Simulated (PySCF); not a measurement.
Vertical excitations of a molecule CH₇FN₂Si from TDA-M06-2X/def2-SVPD run with PySCF, as energy in eV (oscillator strength): 6.71 (0.003), 7.06 (0.043), 7.40 (0.024), 7.88 (0.007), 8.05 (0.072), 8.25 (0.018), 8.37 (0.039), 8.56 (0.031), 8.68 (0.020), 8.83 (0.026). Lowest triplet (TDA): 6.56 eV. The structure is a stationary point at r2SCAN-D4/def2-SVP. One conformer was computed; it need not be the lowest.

Problem. Pick the molecule that these values belong to.
A. CN[Si@H](N)F
B. C[Si](N)(N)F
C. NC[Si@H](N)F
D. N[SiH](N)CF

Solution. A, CN[Si@H](N)F
